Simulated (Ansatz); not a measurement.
AlFH$_{3}$NS$_{2}$, relaxed with RKS PBE0-D4/def2-TZVP in Ansatz 0.2.0 from a PBE-D4/def2-SVP geometry. The force threshold is 0.005 eV/Å; the program also tests the step.

Total charge 0; spin multiplicity 1. The bonds changed during the relaxation, so this is another structure than the one it started from.

Start:

```xyz
8

N    -0.239   -1.213    0.876
Al   -0.416   -0.246   -0.601
F    -1.913   -0.204   -1.364
S     1.400    0.522   -1.641
S     0.421    2.133   -0.580
H     0.651   -1.485    1.295
H    -1.022   -1.585    1.416
H     1.119    2.079    0.601
```

```tsv
step	energy (eV)	largest force (eV/Å)	largest move (Å)
1	-32515.9908	0.744	0.000
2	-32516.0462	0.427	0.066
3	-32516.0549	0.193	0.049
4	-32516.0595	0.090	0.035
5	-32516.0598	0.045	0.009
6	-32516.0598	0.006	0.004
7	-32516.0598	0.004	0.002
```

End:

```xyz
8

N    -0.241   -1.196    0.874
Al   -0.412   -0.231   -0.586
F    -1.881   -0.189   -1.335
S     1.380    0.533   -1.626
S     0.425    2.090   -0.586
H     0.637   -1.441    1.298
H    -1.010   -1.603    1.379
H     1.102    2.037    0.581
```

It took 18 s on 4 threads of an Intel Xeon on a shared host, with 0.58 GiB of host memory at the peak.
